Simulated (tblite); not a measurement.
Torsional barriers computed with GFN2-xTB (tblite), climbing-image nudged elastic band, gas phase; electronic energies of the top image counted from the start geometry. The bands met a force threshold of 0.05 eV/Å; their tops weren't refined or checked by frequencies and can lie a kcal/mol or more above the method's true saddle points. Atom numbers follow the mapped SMILES.

Question: Rank the forward barriers of these bands, lowest first.
A. `[CH3:1][O:2][C:3]1=[C:4]([F:5])[CH2:6][CH2:7][C:8]1=[O:9]`: C8–C3–O2–C1 from 180° to 0°
B. `[Cl:1][CH2:2][CH:3]1[O:4][CH2:5][CH2:6][O:7]1`: Cl1–C2–C3–O7 from 61° to -172°
C. `[CH3:1][O:2][C:3]1=[CH:4][C@@H:5]([F:6])[CH:7]=[CH:8][O:9]1`: O9–C3–O2–C1 from -1° to 178°

Answer: B (2.1 kcal/mol), C (4.2 kcal/mol), A (4.7 kcal/mol).

| SMILES | ends of the turned bond | barrier (kcal/mol) | end above start (kcal/mol) | dihedral at top (°) | bond at start (Å) | bond at top (Å) | Eyring rate at 298 K (s⁻¹) |
| --- | --- | --- | --- | --- | --- | --- | --- |
| ClCC1OCCO1 | sp3 C–Cl carbon / sp3 carbon bearing two oxygens | 2.1 | -0.5 | 125 | 1.541 | 1.559 | 2 × 10^11 |
| COC1=C[C@@H](F)C=CO1 | vinylic carbon bearing oxygen / ether oxygen | 4.2 | 1.0 | 115 | 1.345 | 1.357 | 5 × 10^9 |
| COC1=C(F)CCC1=O | vinylic carbon bearing oxygen / ether oxygen | 4.7 | 0.0 | -88 | 1.343 | 1.364 | 2 × 10^9 |

Rates take the electronic barrier for the free energy of activation. GFN2-xTB barriers can miss by several kcal/mol, and conformer orders can be wrong, so the ranking may change at better levels.
